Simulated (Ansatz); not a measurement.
Problem. Name a neutral molecule of F, N, W and H with HOMO–LUMO gap (B3LYP/def2-TZVPP) between 6.10 and 6.40 eV and ideal-gas entropy at 298 K and 1 bar (rigid rotor, harmonic PBE0-D4/def2-TZVP) between 331 and 347 J/(mol·K) (Ansatz, PBE0-D4/def2-TZVP geometry).

Solution. `[NH]=[W](=[NH])([F])[F]` (6.23 eV, 333 J/(mol·K)). Other molecules can fit too; these were computed, each in one conformer that needn't be the lowest.

B3LYP here is the variant with VWN-RPA as its local correlation; programs differ in this.
